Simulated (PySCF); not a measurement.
## Excitation energy of Tc by level of theory

Tc [Kr] 4d5 5s2 (6S) → Tc [Kr] 4d5 5s1 5p1 (8P), as a difference of total energies. Computed with PySCF 2.14 in x2c-TZVPPall (8s6p6d2f1g, 79 functions), with scalar relativity by spin-free X2C-1e. Correlated levels: valence and next inner shell: [Ar] 3d10 frozen. The calculations carry no spin-orbit coupling.

Task: Order these methods by the excitation energy they give, lowest first.
A. MP2 (valence and next inner shell)
B. UHF
C. SCS-MP2 (valence and next inner shell)
D. CCSD(T) (valence and next inner shell)

Result: B (0.808 eV), A (1.906 eV), D (2.021 eV), C (2.151 eV).

Errors of the correlated levels include the incompleteness of this basis and the frozen core.

The basis was made for the ground configuration and has no added diffuse functions, so the excitation energy can come out too high.

For comparison: 2.112 eV (measured; NIST levels, between the centres of gravity of the two terms).
